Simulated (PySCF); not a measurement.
Telling isomers of C4H9BN2 apart by NMR

- J couplings at B3LYP/pcJ-1 (spin–dipole term left out of most H,H and C,H couplings)
- coordinates at the PBE0-D3(BJ)/def2-SVP level
- GIAO PBE0/pcSseg-1 shieldings
- program: PySCF 2.14
- a single conformation, gas phase, one averaged value for each set of equivalent atoms, non-relativistic

Shifts are taken against calculated references (same method and geometry level): ¹H, ¹³C against TMS. Multiplet labels drop J under 1 Hz and among equivalent protons, and merge close values. Unscaled 3J(H,H) run several per cent high. Vicinal couplings that depend on rotamer populations or ring flexing (ring, CH–CH, X–H and H–F types) are those of the one conformer. Couplings to H on boron are left out. Carbons bonded to boron are broad in practice. Shifts are as computed. Against solution values, carbons near 30 ppm lie about +2 ppm off and those near 130 ppm about +5 ppm (rms about the fit 1.9 ppm; single classes can miss by 10 ppm). Of 1328 compounds with measured shifts, 309 miss one by over three times the rms of a fit or turn the order of signals round; such compounds aren't used in these exercises. Signals without a measured value on file couldn't be tested in this way; 1H shifts scatter by 0.2 ppm about their fit, and single ones miss by 0.5 ppm. OH and NH positions are gas-phase values without hydrogen bonding to other molecules.

(1) Tabulate the signals of `C=C[B@H-](C#N)[NH2+]C`, `C=C[C@@H]1CNBN1` and their relative energies.

(2) What is the quickest way to tell C=C[B@H-](C#N)[NH2+]C from C=C[C@@H]1CNBN1?

Results:

(1) 
```tsv
SMILES	carbon types	δC	δH	E rel. (kcal/mol)
C=C[B@H-](C#N)[NH2+]C	1×C 1×CH 1×CH2 1×CH3	157.8, 134.1, 118.1, 31.8	6.70 (dd, 1H), 5.45 (dd, 1H), 4.67 (dd, 1H), 2.87 (s, 3H), 2.77 (br s, 1H), 2.65 (br, 1H), 2.59 (br s, 1H)	32.0
C=C[C@@H]1CNBN1	2×CH 2×CH2	153.2, 120.1, 63.2, 53.4	5.96 (ddd, 1H), 5.18 (dd, 1H), 5.12 (dd, 1H), 4.20 (br, 1H), 4.00 (ddd, 1H), 3.67 (dd, 1H), 3.10 (dd, 1H), 2.32 (br s, 1H), 2.12 (br s, 1H)	0.0
```

Energies are electronic energies at PBE0/pcSseg-1 on these geometries, without zero-point or thermal terms, each for the one conformer computed, which needn't be the lowest.

(2) Both give the same number of carbon signals, but DEPT or the intensities differ. The first has a nitrile carbon (C) at 134.1 ppm, the second an allylic sp3 CH bonded to N at 63.2 ppm. Their most deshielded carbons lie at 157.8 and 153.2 ppm. In the proton spectra the most deshielded non-exchanging signals are 6.70 (dd, J = 21.7, 15.2 Hz, 1H) and 5.96 (ddd, J = 18.0, 10.8, 10.0 Hz, 1H).
